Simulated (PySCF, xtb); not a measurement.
CH₅FO₂Si₂, SMILES F[Si@H]1OC[SiH2]O1.

GFN2-xTB in xtb at its own geometry gives an orbital gap of 5.41 eV and a dipole moment of 2.91 D.

Geometry: B3LYP-D3(BJ)/def2-SVP. The structure was generated by enumeration; whether it is a known compound was not checked. Other conformers were not sampled.

Question: What does PBE/def2-TZVP in PySCF give? (Estimate from the structure and the level; the computed values follow.)

Answer: gap 5.81 eV (levels -7.00 and -1.19 eV), dipole 2.09 D.
